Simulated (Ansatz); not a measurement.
A structure relaxed at PBE-D4/def2-SVP in Ansatz, charge 0, singlet:

```xyz
14

Sn    1.720   -0.923   -1.145
F     3.200   -1.716   -2.129
S    -0.223   -2.214   -1.858
Sn   -1.921   -1.073   -0.530
F    -3.572   -1.997   -0.985
S    -2.334    1.237   -1.194
Sn   -0.183    2.188   -0.547
F    -0.340    4.070   -1.019
S     1.705    1.404   -1.877
S     0.225    2.214    1.857
Sn    0.383   -0.192    2.222
F     0.714   -0.357    4.132
S     2.332   -1.240    1.195
S    -1.707   -1.402    1.878
```

Task: Give its formula, name or SMILES and point group.

Result: (FSn)4S6 adamantane (Sn₄S₆F₄). Point group Td (tolerance 0.1 Å).

Task: Summarise the bond lengths by kind (pairs closer than 1.2 times the sum of covalent radii, bridged metal pairs left out).

Result: 12 × S–Sn 2.44 Å; 4 × F–Sn 1.95 Å.

In the def2 sets Sn takes a core potential; there is no spin–orbit coupling.
